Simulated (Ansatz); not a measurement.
Species: GeH3, charge -1, singlet. GeH3- (SMILES [GeH3-]).
B3LYP-D3(BJ)/def2-TZVP minimum from Ansatz (a first-principles code):
```
Ge
H 1 1.6254
H 1 1.6254 2 92.28
H 1 1.6254 2 92.28 3 92.38
```
Charge -1, spin multiplicity 1.

Total energies in aug-cc-pVTZ, 8 correlated electrons, 14 frozen orbitals. UHF or UKS for unpaired electrons; spin-orbit terms are left out. Correlated methods leave the cores frozen (noble-gas shells, and filled d and f shells in the p block). No relativity.

| method | program | energy (Eh) | minus CCSDT(Q) (mEh) |
|---|---|---|---|
| HF | Ansatz | -2077.12297 | 183.51 |
| MP2 | Ansatz | -2077.27228 | 34.20 |
| CCSD | Ansatz | -2077.29915 | 7.33 |
| CCSD(T) | Ansatz | -2077.30529 | 1.18 |
| CCSDT(Q) | Ansatz | -2077.30648 | 0.00 |

Rough core times of Ansatz's runs on a shared machine: CCSD(T) under 20 s, CCSDT(Q) 9 min.
